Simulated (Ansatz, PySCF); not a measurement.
Gas-phase reaction in SMILES: O[SiH](O)O -> O[SiH]O + [OH] (HO) (the O-Si bond at the site shown breaks; other sites are not compared here)
Each molecule is optimised on its own at B3LYP-D3(BJ)/def2-TZVP (Ansatz, an electronic-structure program), one conformer each, not searched for the lowest. Frequencies are from Ansatz or PySCF.

Property: bond dissociation energy (enthalpy at 298 K, with B3LYP-D3(BJ) rigid-rotor harmonic-oscillator terms), in kcal/mol. Correlated levels leave the core frozen unless marked. Open shells are spin-unrestricted. No spin-orbit coupling. No relativistic terms. Basis-set limits of correlation are two-point, X^-3; Hartree-Fock from the larger set.

CCSD(T)/CBS(aug-cc-pV(T+d)Z,aug-cc-pV(Q+d)Z) (Ansatz) gives 138.7 kcal/mol.

Problem. Another calculation gave 129.6 kcal/mol. Which level was it?
(A) CAM-B3LYP/def2-TZVPD (Ansatz)
(B) PBE0/def2-TZVPD (Ansatz)
(C) BLYP/def2-TZVPD (Ansatz)
(D) wB97M-V/def2-TZVPD (Ansatz)

Solution. B, PBE0/def2-TZVPD (Ansatz). The others give 132.8 (CAM-B3LYP), 136.7 (wB97M-V), 126.2 (BLYP) kcal/mol.
